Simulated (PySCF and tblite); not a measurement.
Values are calculated unless marked as measured or tabulated.
C₇H₁₀O, numbered as in [CH:1]#[C:2][CH:3]1[CH2:4][CH2:5][O:6][CH2:7][CH2:8]1. The ensemble was built from 90 distance-geometry starts (ETKDG and KDG, MMFF94s, GFN2-xTB) and rests on PBE0-D3(BJ)/def2-SVP geometries. Energies: PBE0-D3(BJ)/def2-TZVP, with GFN2-xTB thermal terms (modes under about 100 cm⁻¹ blended into free rotors). Symmetry numbers and mirror images are counted. Conformers within 4 kcal/mol (GFN2-xTB free energy) were kept, 5 at most. GIAO shieldings: PBE0/pcSseg-1. Shifts are against TMS (¹H), TMS (¹³C) at the same level. Codes: tblite and PySCF.

The 6-ring runs over atoms 3–4–5–6–7–8. Of a mirror pair one member is shown.

```csv
conformer,shape,point group,mirror pair,ΔE(DFT),Δ(G−E) at 250 K,δ H3 (ppm)
1,6-ring chair (all substituents equatorial),Cs,no,0.00,0.00,2.09
2,6-ring chair (C2 axial),Cs,no,0.25,0.14,2.68
3,"6-ring twist-boat (ring torsions 24, 41, -70, 27, 36, -62°)",C1,yes,5.80,-0.26,2.48
```

Energies in kcal/mol; the thermal term leaves out symmetry numbers and mirror images.

Problem. Work out the weights at 250 K and the ¹H shift of H3 under fast exchange.

Solution. RT = 0.497 kcal/mol. Each conformer gets RT ln(σ/g), with σ the rotational symmetry number and g = 2 for a mirror pair: 1: σ = 1, g = 1, G = 0.00 + 0.00 + 0.00 = 0.00, 0.00 above the lowest, exp(−ΔG/RT) = 1.000; 2: σ = 1, g = 1, G = 0.25 + 0.14 + 0.00 = 0.40, 0.40 above the lowest, exp(−ΔG/RT) = 0.448; 3: σ = 1, g = 2, G = 5.80 − 0.26 − 0.34 = 5.19, 5.19 above the lowest, exp(−ΔG/RT) = 0.000. The sum is 1.448, so the weights are 69.0, 31.0, 0.0 %. The averaged shift is 2.28 ppm. At 298.15 K it is 2.29 ppm. At 298.15 K the leading conformer alone gives 2.09 ppm and bare DFT energies give 2.33 ppm.
